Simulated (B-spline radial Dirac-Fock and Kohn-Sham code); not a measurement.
# X-ray lines that fill the 2p3/2 vacancy in Ni⁴⁺

System: nickel as Ni⁴⁺ in the configuration [Ar] 3d6.

The run's input, task.json:

```json
{"items": [{
  "Z": 28,
  "q": 4,
  "cfg": [[1, 0, 2], [2, 0, 2], [2, 1, 6], [3, 0, 2], [3, 1, 6], [3, 2, 6]],
  "A": 58,
  "rrms": 3.7757,
  "do": ["binding", "quiet", "decay"],
  "holes": ["K", "L1", "L2", "L3", "M1", "M2", "M3"]
}]}
```

Launch: `python xray_run.py task.json out`

Level of theory: a relativistic independent-particle model: LDA orbitals of the hole state, radiative multipoles to third order, Auger rates from the Coulomb interaction with a continuum orbital, Dirac-Fock energies; a radial finite-basis atomic code.

```csv
line,multipole,energy (eV),rate (s⁻¹),share (%)
L3-M1,E1,745.9,4.02e+11,6.73
L3-M4,E1,862.7,5.60e+11,9.39
L3-M5,E1,863.0,5.00e+12,83.9
```

The listed lines hold 100.0 % of the radiative rate. The radiative width is 0.00393 eV in the length form and 0.00408 eV in the velocity form; the two differ because the transition energies are not eigenvalue differences of the potential that gave the orbitals.

Values without a named source are computed, but for edge energies of neutral atoms, which are taken from tables.
